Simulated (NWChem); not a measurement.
System: CH4ClFSi; SMILES FC[SiH2]Cl

The following NWChem deck was run.

```
start job
memory heap 200 mb stack 900 mb global 1100 mb
geometry units angstroms
  F      1.974015    -0.244761     0.882087
  C      1.365904    -0.848030    -0.200765
  Si    -0.545503    -0.742150    -0.035268
  Cl    -1.129857     1.148246    -0.346674
  H      1.748668    -0.338756    -1.089826
  H      1.724508    -1.880005    -0.215023
  H     -0.908596    -1.159562     1.313115
  H     -1.107206    -1.611653    -1.065632
end
basis spherical
  * library def2-svp
end
dft
  xc pbe0
  iterations 150
end
driver
  maxiter 120
end
task dft optimize
task dft freq
```

Parts of the log:

```
             Northwest Computational Chemistry Package (NWChem) 7.3.0
             --------------------------------------------------------

 C1  symmetry detected

                             Geometry "geometry" -> ""
                             -------------------------

 Output coordinates in angstroms (scale by  1.889725989 to convert to a.u.)

  No.       Tag          Charge          X              Y              Z
 ---- ---------------- ---------- -------------- -------------- --------------
    1 F                    9.0000     0.80405307     1.98932205    -0.28980898
    2 C                    6.0000    -0.17493101     1.47252839     0.53530641
    3 Si                  14.0000    -0.84078755    -0.18295589    -0.17749327
    4 Cl                  17.0000     0.55358503    -1.60372874     0.04424972
    5 H                    1.0000     0.28357489     1.36147697     1.52208788
    6 H                    1.0000    -0.95185728     2.23786442     0.60178094
    7 H                    1.0000    -1.12906310     0.01488316    -1.59240067
    8 H                    1.0000    -2.02946592    -0.52852222     0.59763468

 Effective nuclear repulsion energy (a.u.)     214.4341055014

                                Z-matrix (autoz)
                                --------

 Units are Angstrom for bonds and degrees for angles

[...]

      ----------------------
      Optimization converged
      ----------------------

  Step       Energy      Delta E   Gmax     Grms     Xrms     Xmax
  ---- ---------------- -------- -------- -------- -------- --------
@   11    -889.31618926 -1.2D-07  0.00004  0.00002  0.00038  0.00088
                                     ok       ok       ok       ok

                                Z-matrix (autoz)
                                --------

 Units are Angstrom for bonds and degrees for angles

[...]

 Rotational Constants
 --------------------
 A=   0.265850 cm-1  (  0.382490 K)
 B=   0.080045 cm-1  (  0.115164 K)
 C=   0.066875 cm-1  (  0.096216 K)

 Temperature                      =   298.15K
 frequency scaling parameter      =   1.0000

 Zero-Point correction to Energy  =   30.584 kcal/mol  (  0.048739 au)
 Thermal correction to Energy     =   34.057 kcal/mol  (  0.054273 au)
 Thermal correction to Enthalpy   =   34.649 kcal/mol  (  0.055217 au)

 Total Entropy                    =   76.449 cal/mol-K
   - Translational                =   39.639 cal/mol-K (mol. weight =  97.9755)
   - Rotational                   =   26.518 cal/mol-K (symmetry #  =        1)
   - Vibrational                  =   10.291 cal/mol-K

 Cv (constant volume heat capacity) =   17.838 cal/mol-K
   - Translational                  =    2.979 cal/mol-K
   - Rotational                     =    2.979 cal/mol-K
   - Vibrational                    =   11.879 cal/mol-K

[normal modes left out]

 ----------------------------------------------------------------------------
 Normal Eigenvalue ||           Projected Infra Red Intensities
  Mode   [cm**-1]  || [atomic units] [(debye/angs)**2] [(KM/mol)] [arbitrary]
 ------ ---------- || -------------- ----------------- ---------- -----------
    1       -0.000 ||    0.000685           0.016         0.668       0.208
    2       -0.000 ||    0.000892           0.021         0.870       0.271
    3        0.000 ||    0.000224           0.005         0.219       0.068
    4        0.000 ||    0.000040           0.001         0.039       0.012
    5        0.000 ||    0.000173           0.004         0.168       0.053
    6        0.000 ||    0.002208           0.051         2.153       0.671
    7       81.298 ||    0.002825           0.065         2.754       0.859
    8      165.411 ||    0.000500           0.012         0.487       0.152
    9      271.922 ||    0.010647           0.246        10.379       3.236
   10      537.991 ||    0.052123           1.203        50.812      15.845
   11      555.691 ||    0.049873           1.151        48.619      15.161
   12      665.333 ||    0.004134           0.095         4.030       1.257
   13      694.420 ||    0.010560           0.244        10.295       3.210
   14      796.204 ||    0.025235           0.582        24.600       7.671
   15      903.665 ||    0.203774           4.701       198.649      61.945
   16      941.540 ||    0.124698           2.877       121.562      37.907
   17     1111.785 ||    0.069550           1.605        67.801      21.143
   18     1249.136 ||    0.006649           0.153         6.482       2.021
   19     1313.904 ||    0.002878           0.066         2.806       0.875
   20     1450.169 ||    0.007046           0.163         6.869       2.142
   21     2249.503 ||    0.093356           2.154        91.008      28.379
   22     2273.160 ||    0.094699           2.185        92.317      28.788
   23     3038.482 ||    0.015417           0.356        15.030       4.687
   24     3104.623 ||    0.011312           0.261        11.027       3.439
 ----------------------------------------------------------------------------
```

Level: PBE0/def2-SVP.
